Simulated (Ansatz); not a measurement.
A CCSD(T) single point on C2H6FMoNO, SMILES `C[N]=[Mo]([CH3])(=[O])[F]`.

```yaml
crystal:
  periodic: [false, false, false]
  atoms:
    - {symbol: C, position_ang: [-0.989591, -0.747585, 1.841809]}
    - {symbol: N, position_ang: [-0.150688, -0.012191, 0.965732]}
    - {symbol: Mo, position_ang: [0.086851, 1.035235, -0.375117]}
    - {symbol: C, position_ang: [1.126055, -0.181067, -1.741958]}
    - {symbol: O, position_ang: [-1.413655, 1.335674, -1.057754]}
    - {symbol: F, position_ang: [1.086338, 2.535548, 0.101945]}
    - {symbol: H, position_ang: [-0.689492, -1.800634, 1.834725]}
    - {symbol: H, position_ang: [-2.040942, -0.682441, 1.538971]}
    - {symbol: H, position_ang: [-0.887690, -0.377847, 2.866954]}
    - {symbol: H, position_ang: [1.284154, 0.387140, -2.663936]}
    - {symbol: H, position_ang: [0.575450, -1.093611, -1.974409]}
    - {symbol: H, position_ang: [2.090112, -0.453525, -1.303061]}
basis:
  gaussian: {orbitals: def2-SVP}
correlation: {method: ccsd_t}
```

```sh
$ ansatz run in.yaml --threads 4 --pin off --events-out ev --progress --plain --max-ram 11315MiB
```

Log, shortened:

```
Functional definition: HF
1329 factors; integrals over basis functions are off by at most 1.4e-3 eV
mean field evaluation 1: about -10201.1498 eV, gradient 7.0e1 eV
mean field evaluation 2: about -10201.3762 eV, gradient 7.0e1 eV
mean field evaluation 4: about -10211.2451 eV, gradient 1.0e1 eV
mean field evaluation 8: about -10211.5286 eV, gradient 1.3e0 eV
mean field evaluation 16: about -10211.5395 eV, gradient 2.5e-5 eV
mean field -10211.53946062 eV, -375.2671535477 hartree, gradient 2.1e-6 eV, S^2 0.000000; 0 other end points of the search recorded, 0 dependent functions left out; unrestricted orbitals would lower it
5 core orbitals not correlated: weight in the atoms' cores, before any rotation towards them, 1.000 or more for the frozen orbitals, at most 0.000 for the correlated occupied ones
reference -10211.53946062 eV, -375.2671535477 hartree; 23, 23 occupied and 103, 103 virtual orbitals, 1329 factors
second order -35.31957090 eV of doubles, -0.00000000 eV of singles
cycle   1  -31.77710919 eV  change     3.5e0 eV  update   3.1e-1
cycle   2  -33.70773683 eV  change    -1.9e0 eV  update   2.2e-1
cycle   3  -34.13083532 eV  change   -4.2e-1 eV  update   4.3e-2
cycle   4  -34.17395894 eV  change   -4.3e-2 eV  update   2.0e-2
cycle   5  -34.16089919 eV  change    1.3e-2 eV  update   7.4e-3
cycle   6  -34.16336488 eV  change   -2.5e-3 eV  update   4.1e-3
cycle   7  -34.16296710 eV  change    4.0e-4 eV  update   1.8e-3
cycle   8  -34.16139631 eV  change    1.6e-3 eV  update   1.2e-3
cycle   9  -34.16206275 eV  change   -6.7e-4 eV  update   4.4e-4
cycle  10  -34.16252890 eV  change   -4.7e-4 eV  update   2.8e-4
cycle  11  -34.16224554 eV  change    2.8e-4 eV  update   1.2e-4
cycle  12  -34.16202026 eV  change    2.3e-4 eV  update   6.2e-5
cycle  13  -34.16219455 eV  change   -1.7e-4 eV  update   2.3e-5
cycle  14  -34.16214564 eV  change    4.9e-5 eV  update   1.1e-5
perturbative correction -1.68501229 eV, -0.0619230593 hartree
Total energy: -10247.38661855 eV, -376.5845123035 hartree
```

Run time 40 s (4 threads of an Arm Neoverse V2 on a shared host); peak host memory 1.1 GiB.

MP2 recovers 98.5 % of the CCSD(T) correlation energy and the triples give 4.7 %; T1 = 0.0219.
